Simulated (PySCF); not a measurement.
# Correlation energy of Xe²⁺ (xenon, charge +2)

[Kr] 4d10 5s1 5p5, high-spin 3P determinant (an excited configuration). All numbers are calculated (PySCF 2.14, scalar relativity by spin-free X2C-1e, in x2c-TZVPPall (8s6p4d2f, 60 functions)). Frozen: [Ar] 3d10; 24 electrons correlated.

| level | correlation energy (mhartree) |
| --- | --- |
| CCSD | -606.83 |
| (T) | -23.86 |
| CCSD(T) | -630.69 |

Diagnostics: T1 = 0.0077, D1 = 0.0314, largest double amplitude 0.172.

A double-excitation amplitude exceeds 0.15, a sign of near-degeneracy.

Cost of the coupled-cluster step: of the order of 20 core-seconds, for 24 correlated electrons.

Iterations:

```
CC2 = 0
CCSD nocc = (np.int64(13), np.int64(11)), nmo = (46, 46)
frozen orbitals [[0, 1, 2, 3, 4, 5, 6, 7, 8, 9, 10, 11, 12, 13], [0, 1, 2, 3, 4, 5, 6, 7, 8, 9, 10, 11, 12, 13]]
max_cycle = 100
direct = 0
conv_tol = 1e-08
conv_tol_normt = 1e-06
diis_space = 8
diis_start_cycle = 0
Init t2, MP2 energy = -0.624064877715976
Init E_corr(UCCSD) = -0.624064877730416
cycle = 1  E_corr(UCCSD) = -0.579076856420072  dE = 0.0449880213  norm(t1,t2) = 0.0940623
cycle = 2  E_corr(UCCSD) = -0.597837251625089  dE = -0.0187603952  norm(t1,t2) = 0.0613319
cycle = 3  E_corr(UCCSD) = -0.6027000935727  dE = -0.00486284195  norm(t1,t2) = 0.0373997
cycle = 4  E_corr(UCCSD) = -0.60719049325523  dE = -0.00449039968  norm(t1,t2) = 0.00924518
cycle = 5  E_corr(UCCSD) = -0.606623709850229  dE = 0.000566783405  norm(t1,t2) = 0.00242633
cycle = 6  E_corr(UCCSD) = -0.606943910872934  dE = -0.000320201023  norm(t1,t2) = 0.00127908
cycle = 7  E_corr(UCCSD) = -0.60685024539189  dE = 9.3665481e-05  norm(t1,t2) = 0.000722927
cycle = 8  E_corr(UCCSD) = -0.606804705367496  dE = 4.55400244e-05  norm(t1,t2) = 0.000199275
cycle = 9  E_corr(UCCSD) = -0.606832789821294  dE = -2.80844538e-05  norm(t1,t2) = 8.98567e-05
cycle = 10  E_corr(UCCSD) = -0.606826226010628  dE = 6.56381067e-06  norm(t1,t2) = 3.2915e-05
cycle = 11  E_corr(UCCSD) = -0.606826363078662  dE = -1.37068035e-07  norm(t1,t2) = 7.45541e-06
cycle = 12  E_corr(UCCSD) = -0.606826711219922  dE = -3.4814126e-07  norm(t1,t2) = 2.81761e-06
cycle = 13  E_corr(UCCSD) = -0.606826564670654  dE = 1.46549268e-07  norm(t1,t2) = 1.272e-06
cycle = 14  E_corr(UCCSD) = -0.606826511025744  dE = 5.36449098e-08  norm(t1,t2) = 2.33933e-06
cycle = 15  E_corr(UCCSD) = -0.60682655629103  dE = -4.52652862e-08  norm(t1,t2) = 5.6001e-07
cycle = 16  E_corr(UCCSD) = -0.606826548106712  dE = 8.18431833e-09  norm(t1,t2) = 7.88858e-08
UCCSD converged
E(UCCSD) = -7442.393864159047  E_corr = -0.6068265481067117
UCCSD(T) correction = -0.0238562976867196
```

This basis was not built for core-valence correlation, so the inner-shell part is incomplete.
